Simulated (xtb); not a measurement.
xtb input (GFN2-xTB):

```bash
xtb mol.xyz --gfn 2 --ohess tight --chrg 0 --uhf 0
```
mol.xyz:
```
11

F     -2.32141930    -1.18603794    -0.05674947
C     -1.35214633    -0.24350513    -0.28422921
F     -1.85738050     0.89978992     0.29209902
C     -0.05787623    -0.75940370     0.37931418
C      1.13278212     0.14714310    -0.00595150
F      2.19931176    -0.38694943     0.57782683
F      1.28908642     0.23418909    -1.33671513
F      0.96317662     1.38457787     0.44442183
H     -1.25144431    -0.11238847    -1.39650409
H     -0.21974588    -0.73091186     1.41789967
H      0.16678687    -1.75853824    -0.00229244
```

End of the output:

```
       1     36.43    -1.62325 ( 21.98%)    -1.14995 ( 78.02%)    -1.25399
       2     72.65    -1.21652 ( 81.68%)    -0.94566 ( 18.32%)    -1.16689
       3    144.86    -0.81652 ( 98.60%)    -0.74132 (  1.40%)    -0.81547
       4    286.78    -0.44511 ( 99.91%)    -0.53906 (  0.09%)    -0.44520
   ------------------------------------------------------------------------

   temp. (K)  partition function   enthalpy   heat capacity  entropy
                                   cal/mol     cal/K/mol   cal/K/mol   J/K/mol
 298.15  VIB   150.                 3112.462     19.703     18.986
         ROT  0.380E+06              888.752      2.981     28.514
         INT  0.569E+08             4001.215     22.684     47.499
         TR   0.150E+28             1481.254      4.968     40.573
         TOT                        5482.4687    27.6525    88.0721   368.4936

       T/K    H(0)-H(T)+PV         H(T)/Eh          T*S/Eh         G(T)/Eh
   ------------------------------------------------------------------------
    298.15    0.873687E-02    0.708669E-01    0.418459E-01    0.290211E-01
   ------------------------------------------------------------------------

         :::::::::::::::::::::::::::::::::::::::::::::::::::::
         ::                  THERMODYNAMIC                  ::
         :::::::::::::::::::::::::::::::::::::::::::::::::::::
         :: total free energy         -31.598657077186 Eh   ::
         ::.................................................::
         :: total energy              -31.627678129588 Eh   ::
         :: zero point energy           0.062130065913 Eh   ::
         :: G(RRHO) w/o ZPVE           -0.033109013511 Eh   ::
         :: G(RRHO) contrib.            0.029021052402 Eh   ::
         :::::::::::::::::::::::::::::::::::::::::::::::::::::

optimized geometry written to: xtbopt.xyz

           -------------------------------------------------
          | TOTAL ENERGY              -31.627678129588 Eh   |
          | TOTAL ENTHALPY            -31.556811193703 Eh   |
          | TOTAL FREE ENERGY         -31.598657077186 Eh   |
          | GRADIENT NORM               0.000249846721 Eh/α |
          | HOMO-LUMO GAP              12.709904888129 eV   |
           -------------------------------------------------

------------------------------------------------------------------------
------------------------------------------------------------------------
 total:
 SCF:
 ANC optimizer:
 analytical hessian:
```
